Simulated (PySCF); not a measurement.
Molecule: SMILES [BH3-]B(O)O, [B$_{2}$H$_{5}$O$_{2}$]-.

Bonds (- single, = double, # triple, : aromatic): B1-B2, B2-O3, B2-O4. B1 carries H5, H6, H7; O3 carries H8; O4 carries H9. Formal charges: B1 -1.

Total charge -1.

Frames of a GFN2-xTB Langevin trajectory at 300 K; GIAO PBE0/pcSseg-1 shieldings in PySCF 2.14, gas phase, non-relativistic; equivalent atoms averaged within each frame.

Chemical shifts δ = σref − σ; ¹¹B (σ = 100.07 ppm) vs BF3·OEt2; H2O for ¹⁷O (σ = 336.08 ppm); ¹H (σ = 31.72 ppm) vs TMS, all at this level. The references are static minima.

Q: How do the shifts (ppm) fluctuate along the trajectory?

A: 
```tsv
time (fs)	B2	B1	O3/O4	H8/H9	H5/H6/H7
250	45.3	-52.2	175.7	4.32	-0.46
425	48.4	-50.8	157.6	3.49	0.92
625	51.7	-57.4	170.4	3.78	-0.81
800	50.3	-56.8	164.3	3.46	0.01
1000	45.3	-55.8	159.5	3.10	-0.43
mean of frames	48.2	-54.6	165.5	3.63	-0.15
standard deviation	2.9	2.9	7.6	0.46	0.66
```

5 frames give an uncertainty of the mean of about the standard deviation over 2.2 at best, since frames this close in time may not be independent; classical motion lacks zero-point vibration, and the reference would need the same averaging.
